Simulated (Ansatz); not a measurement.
Reaction (ligand exchange at a Ge–O bond): `[OH][GeH]` + HCl → `[Cl][GeH]` + H₂O

Gas-phase electronic energies from Ansatz, PBE0-D4/def2-TZVP geometries. CCSD(T)/CBS is the MP2 limit (def2-TZVPP, def2-QZVPP) plus CCSD(T) − MP2 in def2-TZVPP, frozen cores. This one scheme is used for every species. Functionals use def2-TZVPP. For Ge outer-core shells are correlated without core-valence functions, which leaves a few kJ/mol of doubt a bond. Scalar relativity is left out up to krypton.

| level | ΔE (kcal/mol) |
| --- | --- |
| BLYP-D4 | -8.7 |
| r2SCAN-D4 | -8.7 |
| r2SCANh-D4 | -9.3 |
| SCS-MP2/def2-TZVPP | -7.5 |

Problem. What does CCSD(T)/CBS give? (Best estimate.)

Solution. Computed: -9.3 kcal/mol. The listed levels differ from it by 0.6, 0.6, 0.0, 1.8 kcal/mol.

Largest T1 diagnostic among the species: 0.016.

In def2-TZVPP, CCSD(T) changes the Hartree–Fock value by +3.3 kcal/mol (the triples alone add +0.4 kcal/mol) and MP2 by +3.1 kcal/mol. At CCSD(T), def2-SVP lies +3.5 kcal/mol from the extrapolated value and def2-TZVPP +1.6 kcal/mol. From r2SCAN to r2SCAN0 (25 % exact exchange), in def2-TZVPP and without D4, ΔE moves by −1.3 kcal/mol.
